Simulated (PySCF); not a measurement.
# C2H10OSSi2

The system: C2H10OSSi2, a small molecule; neutral, singlet. The structure, one conformer, was relaxed in the gas phase by PBE0-D3(BJ)/def2-SVP. No frequency run checks that it is a minimum.

SMILES: COC([SiH3])S[SiH3]

```xyz
16

C     0.485   -0.426   -0.654
Si   -0.130    0.449   -2.232
S    -0.845   -1.561   -0.001
Si   -1.928   -0.146    1.206
O     0.902    0.520    0.272
C     1.711    0.013    1.305
H     1.304   -1.123   -0.920
H    -0.491   -0.602   -3.227
H     0.965    1.304   -2.784
H    -1.316    1.294   -1.918
H    -2.289    1.084    0.447
H    -1.178    0.228    2.441
H    -3.162   -0.888    1.597
H     2.673   -0.358    0.907
H     1.206   -0.812    1.838
H     1.903    0.836    2.006
```
Atoms count from 1 in this order.

Shieldings: GIAO PBE0/pcSseg-1. Shifts are against computed references at the same level: C TMS (σ 184.4 ppm), H TMS (σ 31.27 ppm), Si TMS (σ 352.0 ppm). Core levels by delta-SCF with SCAN, pcX-2 on the ionised atom and pcseg-1 elsewhere, spin-free X2C (2p3/2 is the spin-free 2p value less a third of a first-order spin-orbit splitting); from the vacuum level, for chosen atoms.

Question: Give the shieldings and core levels atom by atom.

Answer: 
```tsv
atoms	bonded to	σ (ppm)	δ (ppm)	core level (eV)
C1	1 O + 1 S + 1 Si + 1 H	109.0	75.4	1s 292.23
Si2	1 C + 3 H	419.9	-67.9	2p3/2 106.72
S3	1 C + 1 Si	636.3	-	2p3/2 168.62
Si4	1 S + 3 H	410.0	-58.0	2p3/2 106.99
O5	2 C	290.9	-	1s 538.80
C6	1 O + 3 H	127.3	57.1	-
H7	1 C	27.05	4.22	-
H8 H9 H10	1 Si	27.26	4.01	-
H11 H12 H13	1 Si	26.84	4.43	-
H14 H15 H16	1 C	27.89	3.38	-
```

Values are those of this one static structure, with the three H of a rotating XH3 group averaged; atoms that internal rotation interchanges would show their mean in an NMR spectrum.

Question: Which of Si2, Si4 holds its core electrons tightest, and by how much against the loosest?

Answer: Si4 (bonded to 1 S + 3 H), by 0.27 eV over Si2 (bonded to 1 C + 3 H).

Question: By CAM-B3LYP/def2-SVPD (TDDFT singlets, Tamm-Dancoff triplets, ionisation by delta-SCF), where does absorption start, and what does vertical ionisation take?

Answer: The lowest singlet lies at 5.47 eV (f 0.003), the strongest of the first 6 at 7.19 eV (f 0.043), the lowest triplet at 5.05 eV; vertical ionisation takes 8.89 eV.
